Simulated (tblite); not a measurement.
Compound: C₄H₈F₃O₂P.
Atom-mapped SMILES: `[CH3:1][O:2][CH2:3][P@@:4]([CH3:5])(=[O:6])[C:7]([F:8])([F:9])[F:10]` (hydrogens: H11, H12, H13 on C1; H14, H15 on C3; H16, H17, H18 on C5)

Structure optimised with GFN2-xTB, isolated species.

Task: What internal coordinates does the optimisation give?

Result: 
| bond | length (pm) |
| --- | --- |
| C1–O2 | 141.4 |
| O2–C3 | 139.7 |
| C3–P4 | 186.5 |
| P4–C5 | 182.1 |
| P4=O6 | 146.3 |
| P4–C7 | 189.5 |
| C7–F8, C7–F9, C7–F10 | 133.8 |
| C1–H11, C1–H12, C1–H13 | 109.2 |
| C3–H14 | 109.3 |
| C3–H15 | 110.1 |
| C5–H16, C5–H17, C5–H18 | 108.8 |

Bonds in one row agree within 1 pm and their mean is given. A selection of angles:
| angle | degrees |
| --- | --- |
| C1–O2–C3 | 113.9 |
| O2–C3–P4 | 110.1 |
| C3–P4–C5 | 107.7 |
| C3–P4–O6 | 116.8 |
| C3–P4–C7 | 101.3 |
| C5–P4–O6 | 116.1 |
| C5–P4–C7 | 102.8 |
| O6–P4–C7 | 110.3 |
| P4–C7–F8 | 110.2 |
| P4–C7–F9 | 113.6 |
| P4–C7–F10 | 110.9 |
| F8–C7–F9 | 106.9 |

Dihedral angles: C1–O2–C3–P4 -75° (synclinal); O2–C3–P4–C5 -56° (synclinal); C3–P4–C7–F8 -63° (synclinal).

The 3 C–P bonds span 1.821 Å (P4–C5, drawn single) to 1.895 Å (P4–C7, drawn single), a spread of 0.074 Å. Of the pairs four or more bonds apart, O6···H11 is among the closest relative to their van der Waals radii: 2.56 Å, 94 % of the sum of Bondi's values. O2 (ether oxygen) is bent (angle 113.9°). P4 (phosphoryl phosphorus) is distorted tetrahedral (angles from 101.3° to 116.8°).

Point group: C1 (no symmetry element, even within 0.4 Å). Its GFN2-xTB frequencies are all real (lowest 16 cm⁻¹). One conformer, not necessarily the lowest.

These are computed values.
